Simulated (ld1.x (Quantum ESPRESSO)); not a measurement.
## mercury (Hg): excitation energies, all-electron against TM

Hg (Z = 80), norm-conserving Troullier–Martins (Kleinman–Bylander form), made with ld1.x (Quantum ESPRESSO) 7.5 (PBE, scalar-relativistic). Core [Kr] 4d10, reference 4f14 5s2 5p6 5d10 6s1.75 6p0.25. Waves: 5p (bound): rc 1.55 bohr; 5d (bound): rc 1.50 bohr; 4f (bound): rc 0.70 bohr; 5s (bound): rc 1.45 bohr. Local part: the s channel. Core correction: none.

Occupied shells without a wave of their own: 6p, 6s. They enter only through the test configuration that unscreens the potential.

Energies are relative to the spin-unpolarised reference configuration 4f14 5s2 5p6 5d10 6s1.75 6p0.25; without spin polarisation the order of configurations can differ from experiment. Not all tests gave a result: 1 of 7 tests not solved or not reliable.

(1) Give the all-electron excitation energy and the error of the potential for: 4f14 5s2 5p6 5d10 6s1 6p0; 4f14 5s2 5p6 5d10 6s0 6p0; 4f14 5s2 5p5 5d10 6s2 6p0; 4f14 5s2 5p6 5d10 6s1.5 6p0; 4f14 5s2 5p6 5d9 6s2 6p1; 4f14 5s2 5p6 5d10 6s0 6p2.

A Bessel basis up to 400 Ry misses an occupied level by 1.23 Ry, so cutoffs and ghosts were not judged. The potential misses its own reference levels by up to 3.5 eV, so it is not fit for use.

Answers

(1)

| valence configuration | charge | ΔE all-electron (eV) | error AE − PS (meV) |
| --- | --- | --- | --- |
| 4f14 5s2 5p6 5d10 6s1 6p0 | +1 | 9.232 | -3171 |
| 4f14 5s2 5p6 5d10 6s0 6p0 | +2 | 28.207 | -8702 |
| 4f14 5s2 5p5 5d10 6s2 6p0 | +1 | 71.818 | +596 |
| 4f14 5s2 5p6 5d10 6s1.5 6p0 | +0.5 | 2.901 | -989 |
| 4f14 5s2 5p6 5d9 6s2 6p1 | 0 | 8.916 | +900 |
| 4f14 5s2 5p6 5d10 6s0 6p2 | 0 | 11.120 | -6813 |

These tests converged, but a pseudo level misses the all-electron one widely, so the file describes the atom poorly there or has found another state: 4f14 5s2 5p6 5d10 6s1 6p0: 6s by 4.7 eV; 4f14 5s2 5p6 5d10 6s0 6p0: 5d by 2.5 eV; 4f14 5s2 5p5 5d10 6s2 6p0: 6s by 4.7 eV; 4f14 5s2 5p6 5d10 6s1.5 6p0: 6s by 4.0 eV; 4f14 5s2 5p6 5d9 6s2 6p1: 6s by 4.0 eV; 4f14 5s2 5p6 5d10 6s0 6p2: empty 6s by 2.9 eV. The 6p, 6s levels have no wave, so the channel is fitted at the deeper level alone: the likely source of the large errors.
